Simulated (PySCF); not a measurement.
Radial density of Ge(3+) (germanium, charge +3)

UHF, [Ar] 3d10 4s1, 2S determinant. Calculation: PySCF 2.14, in aug-cc-pwCVTZ-PP with ECP10MDF; scalar relativity through the core potential. This is the valence pseudo-density: the core potential removes the inner electrons and smooths the orbitals near the nucleus.

```tsv
r (bohr)	4πr²ρ (e/bohr)	4πr²(ρα − ρβ)
0.00159	2.809e-05	0.0000
0.00268	7.811e-05	0.0000
0.00450	0.0002110	0.0000
0.00757	0.0005330	0.0000
0.0127	0.001213	0.0001
0.0214	0.002571	0.0002
0.0360	0.006090	0.0003
0.0606	0.03473	0.0004
0.102	0.3328	-0.0002
0.171	2.490	-0.0028
0.288	12.08	0.0234
0.485	28.34	0.0976
0.816	16.68	-0.0066
1.37	2.927	0.6019
2.31	0.4906	0.4213
3.88	0.01967	0.0196
6.53	1.323e-05	0.0000
```

Energies and moments cover only the electrons outside the core potential.

(1) Where is the radial spin density 4πr²(ρα − ρβ) most negative, and why is it negative at all?

Results:

(1) Around r = 0.816 bohr, down to -0.0066 e/bohr: exchange with the open shell polarises the paired shells in an unrestricted calculation.
